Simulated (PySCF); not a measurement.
Computed properties of trifluoroacetic acid (C₂HF₃O₂), SMILES C(O)(C(F)(F)F)=O

trifluoroacetic acid (C₂HF₃O₂), SMILES FC(F)(C(O)=O)F. Geometry optimised at B3LYP-D3(BJ)/def2-SVP. Other conformers were not sampled. All values are computed for the isolated molecule unless a solvent is named; none is compared with measurement here.

**Structure.** The optimised structure has Cs symmetry. All 18 harmonic modes at B3LYP-D3(BJ)/def2-SVP (PySCF) are real, so it is a minimum. With heavy atoms numbered as in [OH:1][C:2](=[O:3])[C:4]([F:5])([F:6])[F:7], the shortest bond between them is C2–O3 at 1.197 Å and the longest C2–C4 at 1.546 Å.

**Vibrations.** The strongest infrared lines (harmonic, unscaled, degenerate partners summed) lie at 1171 cm⁻¹ (314 km/mol, O 46 %, C 29 %, H 19 %), 1221 cm⁻¹ (298 km/mol, C 77 %, F 23 %), 1909 cm⁻¹ (275 km/mol, C 64 %, O 35 %). The softest mode is at 31 cm⁻¹ and the zero-point energy is 24.8 kcal/mol.

**Electronic structure.** ωB97X/def2-TZVP (PySCF) places the frontier levels at -11.73 and 1.24 eV, a gap of 12.97 eV, and gives a dipole moment of 2.23 D and a mean polarisability of 32.2 bohr³.

**Excitations.** TDA-M06-2X/def2-SVPD (PySCF) has S1 at 5.48 eV (226 nm, f = 0.001, dark); the most intense of the 10 singlets computed lies at 9.09 eV (f = 0.20). T1 (TDA) is at 5.01 eV, 0.47 eV under S1. No vertical singlet excitation falls in the visible range (under 3.1 eV).

**NMR.** GIAO shifts at B3LYP/pcSseg-1 (PySCF) (non-relativistic, atoms alike by connectivity averaged): ¹³C from 125.9 to 165.7 ppm against TMS; ¹H at 6.5 ppm against TMS; ¹⁹F at -93.7 ppm against CFCl3.
